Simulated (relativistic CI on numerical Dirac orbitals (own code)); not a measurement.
## Ca+: calculation against measurement

Computed by Dirac-Coulomb-Breit CI, KLI orbitals optimised for each configuration, QED by a radiative potential, valence Slater integrals scaled by 0.85, P86 correlation energy added to each configuration (own radial code, finite nucleus).

Configuration list (outside the closed core [Ar]): 4s, 3d, 4p, 5s, 4d, 5p, 4f, 6s, 5d, 6p, 5f, 5g, 7s, 6d, 7p, 8s, 8p. Levels of other configurations are missing.

| Configuration | Term (tabulated) | J | Measured (cm⁻¹) | Computed | Error | Purity (%) |
| --- | --- | --- | --- | --- | --- | --- |
| 4s | 2S | 1/2 | 0.0 | 0 | 0 | 100 |
| 3d | 2D | 3/2 | 13650.2 | 13714 | 64 | 100 |
| 3d | 2D | 5/2 | 13710.9 | 13737 | 26 | 100 |
| 4p | 2P° | 1/2 | 25191.5 | 24016 | -1175 | 100 |
| 4p | 2P° | 3/2 | 25414.4 | 24207 | -1207 | 100 |
| 5s | 2S | 1/2 | 52166.9 | 50597 | -1570 | 100 |
| 4d | 2D | 3/2 | 56839.3 | 55224 | -1616 | 100 |
| 4d | 2D | 5/2 | 56858.5 | 55236 | -1622 | 100 |
| 5p | 2P° | 1/2 | 60533.0 | 59057 | -1476 | 100 |
| 5p | 2P° | 3/2 | 60611.3 | 59124 | -1487 | 100 |
| 4f | 2F° | 5/2 | 68056.9 | 68003 | -54 | 100 |
| 4f | 2F° | 7/2 | 68056.9 | 68003 | -54 | 100 |
| 6s | 2S | 1/2 | 70677.6 | 69043 | -1635 | 100 |

Measured levels from NIST Handbook of Basic Atomic Spectroscopic Data (Sansonetti and Martin, J. Phys. Chem. Ref. Data 34, 1559 (2005)); pairs were made by configuration, J and term (by order where the table uses no LS term), so strongly mixed levels may be paired wrongly.

Mean error by configuration (cm⁻¹): 3d 45; 4p -1191; 5s -1570; 4d -1619; 5p -1481; 4f -54; 6s -1635. Over the excited levels the mean absolute error is 999 cm⁻¹ (12 of the 12 excited levels that our extract of the source holds in range could be paired), and the median relative error of those above 1,000 cm⁻¹ is 2.4 %.

Transition probabilities of persistent lines. The last column rescales the computed rate by the cube of measured over computed energy:

| λ measured (Å) | Lower | Upper | A tabulated (s⁻¹) | A computed | A rescaled |
| --- | --- | --- | --- | --- | --- |
| 3179.33 air | 4p 2P°_3/2 | 4d 2D_5/2 | 3.60e+08 | 3.25e+08 | 3.39e+08 |
| 3706.03 air | 4p 2P°_1/2 | 5s 2S_1/2 | 8.80e+07 | 7.90e+07 | 8.26e+07 |
| 3736.90 air | 4p 2P°_3/2 | 5s 2S_1/2 | 1.70e+08 | 1.58e+08 | 1.65e+08 |
| 3933.66 air | 4s 2S_1/2 | 4p 2P°_3/2 | 1.35e+08 | 1.45e+08 | 1.68e+08 |
| 3968.47 air | 4s 2S_1/2 | 4p 2P°_1/2 | 1.32e+08 | 1.42e+08 | 1.64e+08 |
